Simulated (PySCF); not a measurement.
## V+: ionisation energy

V+ [Ar] 3d4 (5D) → V(2+) [Ar] 3d3 (4F), as a difference of total energies. Computed with PySCF 2.14 in aug-cc-pVDZ-DK (7s6p4d2f, 59 functions), with the spin-free X2C one-electron Hamiltonian (Gaussian nucleus). Correlated levels: valence: [Ar] frozen. The calculations carry no spin-orbit coupling.

```csv
method,ionisation energy (eV),difference from reference (eV)
UHF,13.204,-1.430
M06-2X,14.682,+0.048
PBE,15.314,+0.680
MP2 (valence),13.894,-0.740
SCS-MP2 (valence),13.434,-1.200
```

Reference: 14.634 ± 0.007 eV (measured; NIST Atomic Spectra Database, ionization energies).

The reference lies between the lowest fine-structure levels, while these numbers refer to the centres of the terms.

Errors of the correlated levels include the incompleteness of this basis and the frozen core.
